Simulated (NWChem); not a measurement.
System: C4H8O; SMILES C=CCOC

NWChem printed, in part:

```
             Northwest Computational Chemistry Package (NWChem) 7.3.0
             --------------------------------------------------------

                             Geometry "geometry" -> ""
                             -------------------------

 Output coordinates in angstroms (scale by  1.889725989 to convert to a.u.)

  No.       Tag          Charge          X              Y              Z
 ---- ---------------- ---------- -------------- -------------- --------------
    1 C                    6.0000    -0.12360800     2.44878700    -0.26664300
    2 C                    6.0000     0.36992000     1.31185700     0.22189300
    3 C                    6.0000    -0.37027000     0.01636200     0.28016500
    4 O                    8.0000     0.44833800    -1.01156200    -0.19898600
    5 C                    6.0000    -0.13872300    -2.27012200    -0.10977300
    6 H                    1.0000    -1.12766700     2.49757400    -0.70118400
    7 H                    1.0000     0.45391200     3.37666700    -0.24884900
    8 H                    1.0000     1.38285800     1.28458800     0.64107400
    9 H                    1.0000    -0.66227200    -0.19212900     1.33456000
   10 H                    1.0000    -1.31486500     0.08424100    -0.29958000
   11 H                    1.0000    -0.39312100    -2.53865300     0.93605900
   12 H                    1.0000    -1.06799400    -2.34251600    -0.71056900
   13 H                    1.0000     0.57990700    -3.00796800    -0.49345700

 Effective nuclear repulsion energy (a.u.)     173.4728617854

                                 NWChem DFT Module
                                 -----------------

 Summary of "ao basis" -> "ao basis" (spherical)
 ------------------------------------------------------------------------------
       Tag                 Description            Shells   Functions and Types
 ---------------- ------------------------------  ------  ---------------------
 C                          def2-svp                 6       14   3s2p1d
 O                          def2-svp                 6       14   3s2p1d
 H                          def2-svp                 3        5   2s1p

            General Information
            -------------------
          SCF calculation type: DFT
          Wavefunction type:  closed shell.
          No. of atoms     :    13
          No. of electrons :    40
           Alpha electrons :    20
            Beta electrons :    20
          Charge           :     0
          Spin multiplicity:     1
          Use of symmetry is: off; symmetry adaption is: off
          Maximum number of iterations: 150
          AO basis - number of functions:   110
                     number of shells:    54
          Convergence on energy requested:  1.00D-06
          Convergence on density requested:  1.00D-05
          Convergence on gradient requested:  5.00D-04

              XC Information
              --------------
                         B3LYP Method XC Potential
                     Hartree-Fock (Exact) Exchange  0.200
                        Slater Exchange Functional  0.800 local
                    Becke 1988 Exchange Functional  0.720 non-local
              Lee-Yang-Parr Correlation Functional  0.810
                  VWN I RPA Correlation Functional  0.190 local

[...]

                     NWChem Electrostatic Potential Fit Module
                     -----------------------------------------

 Atom parameters

 Number of atoms is                                   13
 Number of basis functions is                        110

 Grid parameters

 Maximum number of grid points is                  46769
 Number of grid points is                          46768
 Grid range                                     0.300000 nm
 Grid spacing                                   0.020000 nm
 Probe radius                                   0.070000 nm
 Atom radius factor                             1.000000

 Atomic radii

    1    0.100000
    6    0.147000
    8    0.136000
 FASTESP  F
  using M.O. file = ./job.movecs

    Atom              Coordinates                           Charge

                                                  ESP

    1 C    -0.012361    0.244879   -0.026664   -0.315114
    2 C     0.036992    0.131186    0.022189   -0.176787
    3 C    -0.037027    0.001636    0.028017    0.549596
    4 O     0.044834   -0.101156   -0.019899   -0.482234
    5 C    -0.013872   -0.227012   -0.010977    0.277544
    6 H    -0.112767    0.249757   -0.070118    0.118310
    7 H     0.045391    0.337667   -0.024885    0.134916
    8 H     0.138286    0.128459    0.064107    0.105046
    9 H    -0.066227   -0.019213    0.133456   -0.086288
   10 H    -0.131487    0.008424   -0.029958   -0.053798
   11 H    -0.039312   -0.253865    0.093606   -0.033507
   12 H    -0.106799   -0.234252   -0.071057   -0.042267
   13 H     0.057991   -0.300797   -0.049346    0.004584
                                            ------------
                                                0.000000

 Dipole moment                                  0.488898

 Quadrupole moment Qxx                         -1.604554
                   Qyy                          5.734605
                   Qzz                         -4.130051

 RMS deviation kJ/mol                           0.059309

 RRMS %                                        43.782293
```

Level: B3LYP/def2-SVP. The geometry was optimised at PBE0/def2-SVP. No frequency run checked for a minimum.

Reconstruct the input file.

This is not unique; one that fits is the input that was run:
```
start job
memory heap 200 mb stack 700 mb global 900 mb
geometry units angstroms noautosym nocenter noautoz
  C     -0.123608     2.448787    -0.266643
  C      0.369920     1.311857     0.221893
  C     -0.370270     0.016362     0.280165
  O      0.448338    -1.011562    -0.198986
  C     -0.138723    -2.270122    -0.109773
  H     -1.127667     2.497574    -0.701184
  H      0.453912     3.376667    -0.248849
  H      1.382858     1.284588     0.641074
  H     -0.662272    -0.192129     1.334560
  H     -1.314865     0.084241    -0.299580
  H     -0.393121    -2.538653     0.936059
  H     -1.067994    -2.342516    -0.710569
  H      0.579907    -3.007968    -0.493457
end
basis spherical
  * library def2-svp
end
dft
  xc b3lyp
  iterations 150
  mulliken
end
task dft energy
esp
  recalculate
  probe 0.07
  range 0.3
  factor 1.0
  spacing 0.02
end
task esp
```
